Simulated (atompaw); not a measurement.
**Before and after: PAW (atompaw) potential for silver (Ag)**

atompaw 4.2.0.5 input, output lines left out:

```
Ag 47
LDA-PW loggrid 1500 logderivrange -6 5 276
5 5 4 0 0 0
5 0 1
5 1 0
0 0 0
c
c
c
c
v
c
c
v
v
c
v
2
2.95 2.25 2.25 2.50
y
3.8
n
n
y
1.2
n
bloechl besselshape
3 0 troulliermartins
```

All-electron outer shells of the reference configuration (LDA (PW92), non-relativistic, ld1.x):

```json
{"shell": "4s", "level (eV)": "-87.70", "outermost node (bohr)": "0.45", "outermost maximum (bohr)": "0.85"}
{"shell": "4p", "level (eV)": "-56.78", "outermost node (bohr)": "0.45", "outermost maximum (bohr)": "0.88"}
{"shell": "4d", "level (eV)": "-8.13", "outermost node (bohr)": "0.43", "outermost maximum (bohr)": "1.03"}
{"shell": "5s", "level (eV)": "-4.28", "outermost node (bohr)": "1.15", "outermost maximum (bohr)": "2.62"}
{"shell": "5p", "level (eV)": "-0.88", "outermost node (bohr)": "1.27", "outermost maximum (bohr)": "3.76"}
```

Change: wave 4d channel at 1.2 Ry becomes 4d channel at 5.44 Ry.

Cutoffs: the cutoffs (Ry, on a coarse ladder) from which the occupation-weighted sum of valence levels, in a spherical-Bessel basis at the reference potential, stays within 10 and 1 mRy of its value at 400 Ry; they do not see the model core or the augmentation charge, which bear on the density cutoff.

Question: What does the change do?

Answer: The potential gets neither clearly harder nor softer (40 Ry and 60 Ry → 40 Ry and 60 Ry); both files keep a bound ghost (s); the range in which the d phases agree narrows (upper end at the end of the scan → 0.8).

| quantity | base | changed |
| --- | --- | --- |
| cutoff, loose | 40 Ry | 40 Ry |
| cutoff, tight | 60 Ry | 60 Ry |
| loose cutoff by channel (10 mRy a level) | s 8 Ry, p 30 Ry, d 30 Ry | s 8 Ry, p 30 Ry, d 35 Ry |
| bound ghosts | s | s |
| s: phases at 2.95 bohr within 0.05 rad from the reference energy up to (Ry; the scan ends near 5) | to the end of the scan | to the end of the scan |
| p: phases at 2.95 bohr within 0.05 rad from the reference energy up to (Ry; the scan ends near 5) | 3.8 | 3.8 |
| d: phases at 2.95 bohr within 0.05 rad from the reference energy up to (Ry; the scan ends near 5) | to the end of the scan | 0.8 |
| lowest overlap eigenvalue by channel | s 0.11, p 0.95, d 1.00 | s 0.11, p 0.95, d 0.47 |

 A true bound ghost makes a file unfit for plane-wave use even where its test errors are small: the radial tests pick states by their node count and pass the ghost by. The cutoffs see the waves, projectors and local potential, not the compensation charge or the core.
